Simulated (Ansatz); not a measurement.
`C[OH+][GaH3-]` → C• + Ga• + 7 H• + O•  (atomization)

Computed with Ansatz on PBE0-D4/def2-TZVP structures; ΔE is electronic, products minus reactants. CBS: MP2 limit from def2 TZ/QZ plus the TZ coupled-cluster correction, frozen cores. This one scheme is used for every species, atoms too. Functionals use def2-TZVPP. No spin–orbit coupling; open shells (•) take unrestricted orbitals. Spin–orbit coupling would lower the free atoms: a little for C, O; clearly for Ga. For Ga outer-core shells are correlated without core-valence functions, so the limit isn't a true one: a few kJ/mol of doubt a bond, and 10 to 20 or more in all where bonds break to atoms. Scalar relativity is left out up to krypton.

Task: What is ΔE at CCSD(T)/CBS? (Best estimate.)

Result: Computed: +31.72 eV.

Task: What do these levels give: r2SCAN-D4, B97M-V, r2SCANh-D4, r2SCANh, r2SCAN0, MP2/def2-TZVPP? (Estimate.)

Result: The calculation gave: r2SCAN-D4 31.59, B97M-V 31.75, r2SCANh-D4 31.43, r2SCANh 31.39, r2SCAN0 31.17, MP2/def2-TZVPP 31.11 eV.

Largest T1 diagnostic among the species: 0.013.

Leaving LDA and LC-ωPBE aside and taking each functional with its dispersion term where it has one, the values, not all of them listed here, spread over 0.97 eV, from BHLYP-D4 to B97M-V. LDA lies +4.35 eV from PBE without D4, its usual overbinding. From PBE to PBE0 (25 % exact exchange), in def2-TZVPP and without D4, ΔE moves by −0.33 eV: exact exchange takes away binding that semilocal exchange gives to molecules. In def2-TZVPP, CCSD(T) changes the Hartree–Fock value by +8.04 eV (the triples alone add +0.32 eV) and MP2 by +8.01 eV; breaking electron pairs costs correlation energy, which Hartree–Fock lacks.

For atomizations the MP2-based limit and the directly extrapolated one differ by several kJ/mol either way, and by 10 to 25 for some Ge, Se and Sn compounds, so smaller differences from it don't rank the levels.
